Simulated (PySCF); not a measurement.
PySCF input for CHAlFNO, SMILES O=C=[N][AlH][F], TDA-ωB97X/def2-SVPD. Geometry optimised at B3LYP-D3(BJ)/def2-SVP. One conformer was computed; it need not be the lowest.

```python
import numpy as np
from pyscf import gto, scf, dft, tdscf

mol = gto.M(
    atom='''
    Al    0.49244108   -1.19907247    0.00000000
    F    -0.83594900   -2.19547373   -0.00000000
    H     1.92592933   -1.81254019   -0.00000001
    N     0.19996779    0.54373383   -0.00000000
    C    -0.03253706    1.72555674    0.00000001
    O    -0.25108432    2.87503357   -0.00000000
    ''',
    basis='def2-SVPD',
    charge=0,
    spin=0,
    symmetry=True,
    max_memory=1600,
    verbose=4,
)
mf = dft.RKS(mol, xc='wb97x').density_fit(auxbasis='def2-universal-jkfit')
mf.grids.level = 3
mf.conv_tol = 1e-9
mf.max_cycle = 100
mf.kernel()
mf.grids = dft.Grids(mol).set(level=1).build(with_non0tab=True)  # coarser grid for the response kernel
td = tdscf.TDA(mf)
td.singlet = True
td.nstates = 10
td.conv_tol = 1e-4
td.kernel(x0=td.get_init_guess(mf, 15))
td.analyze()
tt = tdscf.TDA(mf)
tt.singlet = False
tt.nstates = 4
tt.conv_tol = 1e-4
tt.kernel(x0=tt.get_init_guess(mf, 9))
tt.analyze(verbose=3)
```

Output:

```
PySCF version 2.14.0

[INPUT] verbose = 4
[INPUT] num. atoms = 6
[INPUT] num. electrons = 44
[INPUT] charge = 0
[INPUT] spin (= nelec alpha-beta = 2S) = 0
[INPUT] symmetry True subgroup None
[INPUT] Mole.unit = angstrom
[INPUT] Symbol           X                Y                Z      unit          X                Y                Z       unit  Magmom
[INPUT]  1 Al     0.492441080000  -1.199072470000   0.000000000000 AA    0.930578773685  -2.265918571806   0.000000000000 Bohr   0.0
[INPUT]  2 F     -0.835949000000  -2.195473730000   0.000000000000 AA   -1.579714664104  -4.148844063377   0.000000000000 Bohr   0.0
[INPUT]  3 H      1.925929330000  -1.812540190000  -0.000000010000 AA    3.639478968967  -3.425204548867  -0.000000018897 Bohr   0.0
[INPUT]  4 N      0.199967790000   0.543733830000   0.000000000000 AA    0.377884356835   1.027508023361   0.000000000000 Bohr   0.0
[INPUT]  5 C     -0.032537060000   1.725556740000   0.000000010000 AA   -0.061486132299   3.260829650997   0.000000018897 Bohr   0.0
[INPUT]  6 O     -0.251084320000   2.875033570000   0.000000000000 AA   -0.474480598973   5.433026046231   0.000000000000 Bohr   0.0

nuclear repulsion = 179.336091172391
point group symmetry = Cs
symmetry origin: [-8.58966454e-10 -2.57689886e-09  2.14741605e-09]
symmetry axis x: [ 1.00000000e+00  1.69054064e-10 -1.52145655e-09]
symmetry axis y: [ 1.69054063e-10 -1.00000000e+00 -8.03459754e-10]
symmetry axis z: [ 1.52145655e-09 -8.03459809e-10  1.00000000e+00]
num. orbitals of irrep A' = 83
num. orbitals of irrep A" = 35
number of shells = 48
number of NR pGTOs = 178
number of NR cGTOs = 118
basis = def2-SVPD
ecp = {}


[settings echo left out]
init E= -511.137639715907
HOMO (A') = -0.369842192040179  LUMO (A') = -0.0210728196094889  gap/eV = 9.49050
cycle= 1 E= -510.587540052186  delta_E= 0.55  |g|= 0.899  |ddm|= 3.43
HOMO (A') = -0.365999735026398  LUMO (A") = 0.00153262983422353  gap/eV = 10.00107
cycle= 2 E= -510.532811661669  delta_E= 0.0547  |g|= 1.15  |ddm|= 1.58
HOMO (A') = -0.418242074167924  LUMO (A") = 0.0127097800680431  gap/eV = 11.72680
cycle= 3 E= -510.749367233164  delta_E= -0.217  |g|= 0.117  |ddm|= 0.795
HOMO (A') = -0.423643652723639  LUMO (A") = 0.0153539111733565  gap/eV = 11.94573
cycle= 4 E= -510.751579304283  delta_E= -0.00221  |g|= 0.0612  |ddm|= 0.137
HOMO (A') = -0.420257807696365  LUMO (A") = 0.0203547642321165  gap/eV = 11.98968
cycle= 5 E= -510.752404426423  delta_E= -0.000825  |g|= 0.00801  |ddm|= 0.0676
HOMO (A') = -0.420032046226861  LUMO (A") = 0.0200581542574563  gap/eV = 11.97546
cycle= 6 E= -510.752423266142  delta_E= -1.88e-05  |g|= 0.00425  |ddm|= 0.0136
HOMO (A') = -0.42037098414932  LUMO (A") = 0.0199595286645979  gap/eV = 11.98200
cycle= 7 E= -510.752426598375  delta_E= -3.33e-06  |g|= 0.000791  |ddm|= 0.00421
HOMO (A') = -0.420379932134245  LUMO (A") = 0.0199375874784189  gap/eV = 11.98165
cycle= 8 E= -510.752426943164  delta_E= -3.45e-07  |g|= 0.000183  |ddm|= 0.00239
HOMO (A') = -0.420371743003171  LUMO (A") = 0.0199342026318949  gap/eV = 11.98134
cycle= 9 E= -510.752426977555  delta_E= -3.44e-08  |g|= 7.39e-05  |ddm|= 0.000759
HOMO (A') = -0.420386805482958  LUMO (A") = 0.0199375476229648  gap/eV = 11.98184
cycle= 10 E= -510.752426982988  delta_E= -5.43e-09  |g|= 2.79e-05  |ddm|= 0.000199
HOMO (A') = -0.420382281913608  LUMO (A") = 0.0199397511219819  gap/eV = 11.98177
cycle= 11 E= -510.752426983934  delta_E= -9.46e-10  |g|= 8.39e-06  |ddm|= 8.36e-05
HOMO (A') = -0.420383370403752  LUMO (A") = 0.0199390640436374  gap/eV = 11.98178
Extra cycle  E= -510.75242698396  delta_E= -2.56e-11  |g|= 8.76e-06  |ddm|= 2.38e-05
converged SCF energy = -510.75242698396
tot grids = 29608


******** <class 'pyscf.tdscf.rks.TDA'> for <class 'pyscf.df.df_jk.DFSymAdaptedRKS'> ********
nstates = 10 singlet
deg_eia_thresh = 1.000e-03
wfnsym = None
conv_tol = 0.0001
eigh lindep = 1e-12
eigh level_shift = 0
eigh max_cycle = 100


Excitation energies (eV)
[6.5139903  7.09224305 7.68917736 7.80269204 7.88472305 8.08720001
 8.75638466 9.02440144 9.12944956 9.3179597 ]

** Singlet excitation energies and oscillator strengths **
Excited State   1:   A"      6.51399 eV    190.34 nm  f=0.0041
      22 -> 23       -0.64786
      22 -> 28        0.23406
      22 -> 31        0.10026
Excited State   2:   A'      7.09224 eV    174.82 nm  f=0.0534
      21 -> 23        0.56713
      21 -> 28       -0.18612
      22 -> 24        0.10274
      22 -> 25       -0.22684
      22 -> 27        0.19467
      22 -> 29        0.14750
Excited State   3:   A"      7.68918 eV    161.25 nm  f=0.0070
      21 -> 24       -0.23961
      21 -> 25        0.40650
      21 -> 27       -0.38408
      21 -> 29       -0.29908
      21 -> 33       -0.13097
Excited State   4:   A"      7.80269 eV    158.90 nm  f=0.0489
      20 -> 23       -0.60783
      21 -> 24       -0.28568
      21 -> 26       -0.10951
      22 -> 28       -0.10773
Excited State   5:   A'      7.88472 eV    157.25 nm  f=0.0228
      22 -> 24        0.59188
      22 -> 25        0.23642
      22 -> 26        0.19825
      22 -> 27        0.14649
Excited State   6:   A"      8.08720 eV    153.31 nm  f=0.0989
      20 -> 23       -0.30245
      21 -> 24        0.48895
      21 -> 25        0.30837
      21 -> 26        0.17308
      21 -> 29       -0.13201
Excited State   7:   A'      8.75638 eV    141.59 nm  f=0.4247
      20 -> 24       -0.12207
      21 -> 23        0.36866
      21 -> 28        0.21026
      21 -> 31        0.18558
      22 -> 24       -0.14943
      22 -> 25        0.42316
      22 -> 29       -0.17837
Excited State   8:   A"      9.02440 eV    137.39 nm  f=0.0000
      18 -> 23        0.17774
      20 -> 23       -0.12320
      22 -> 23        0.23326
      22 -> 28        0.46756
      22 -> 30       -0.10740
      22 -> 31        0.34311
      22 -> 35       -0.14381
Excited State   9:   A'      9.12945 eV    135.81 nm  f=0.1029
      20 -> 24        0.22957
      20 -> 25       -0.14488
      20 -> 26        0.11388
      21 -> 23        0.12455
      21 -> 28        0.17208
      21 -> 31        0.13470
      22 -> 24        0.16355
      22 -> 25       -0.24559
      22 -> 26        0.20375
      22 -> 27       -0.41372
Excited State  10:   A"      9.31796 eV    133.06 nm  f=0.0072
      21 -> 24        0.17743
      21 -> 25       -0.35551
      21 -> 26        0.22273
      21 -> 27       -0.48725

** Transition electric dipole moments (AU) **
state          X           Y           Z        Dip. S.      Osc.
  1         0.0000      0.0000     -0.1612      0.0260      0.0041
  2        -0.1482      0.5341     -0.0000      0.3072      0.0534
  3         0.0000      0.0000      0.1933      0.0374      0.0070
  4         0.0000      0.0000     -0.5057      0.2557      0.0489
  5        -0.3229     -0.1176     -0.0000      0.1181      0.0228
  6         0.0000     -0.0000     -0.7065      0.4991      0.0989
  7        -0.1216      1.4017     -0.0000      1.9795      0.4247
  8        -0.0000     -0.0000      0.0037      0.0000      0.0000
  9        -0.6053      0.3062     -0.0000      0.4602      0.1029
 10         0.0000      0.0000     -0.1774      0.0315      0.0072

** Transition velocity dipole moments (imaginary part, AU) **
state          X           Y           Z        Dip. S.      Osc.
  1        -0.0000      0.0000     -0.0203      0.0004      0.0011
  2        -0.0270      0.0823      0.0000      0.0075      0.0192
  3         0.0000      0.0000      0.0364      0.0013      0.0031
  4        -0.0000      0.0000     -0.0838      0.0070      0.0163
  5        -0.0881     -0.0283     -0.0000      0.0086      0.0197
  6         0.0000     -0.0000     -0.1516      0.0230      0.0516
  7        -0.0063      0.3103     -0.0000      0.0963      0.1996
  8        -0.0000     -0.0000      0.0015      0.0000      0.0000
  9        -0.1890      0.0729     -0.0000      0.0410      0.0815
 10        -0.0000      0.0000     -0.0464      0.0022      0.0042

** Transition magnetic dipole moments (imaginary part, AU) **
state          X           Y           Z
  1        -0.1584     -0.3515     -0.0000
  2        -0.0000     -0.0000     -0.0091
  3         0.0519      0.2680     -0.0000
  4        -0.7050     -0.9758     -0.0000
  5         0.0000      0.0000      0.2950
  6        -0.6005     -0.6928     -0.0000
  7         0.0000      0.0000     -0.4781
  8         0.0881      0.0462     -0.0000
  9         0.0000      0.0000      0.3775
 10         0.8323     -0.0534      0.0000


******** <class 'pyscf.tdscf.rks.TDA'> for <class 'pyscf.df.df_jk.DFSymAdaptedRKS'> ********
nstates = 4 triplet
deg_eia_thresh = 1.000e-03
wfnsym = None
conv_tol = 0.0001
eigh lindep = 1e-12
eigh level_shift = 0
eigh max_cycle = 100


Excitation energies (eV)
[6.34758829 6.37123964 6.94558234 7.15217793]

** Triplet excitation energies and oscillator strengths **
Excited State   1:   A"      6.34759 eV    195.32 nm  f=0.0000
Excited State   2:   A'      6.37124 eV    194.60 nm  f=0.0000
Excited State   3:   A'      6.94558 eV    178.51 nm  f=0.0000
Excited State   4:   A"      7.15218 eV    173.35 nm  f=0.0000
```

The run converged.
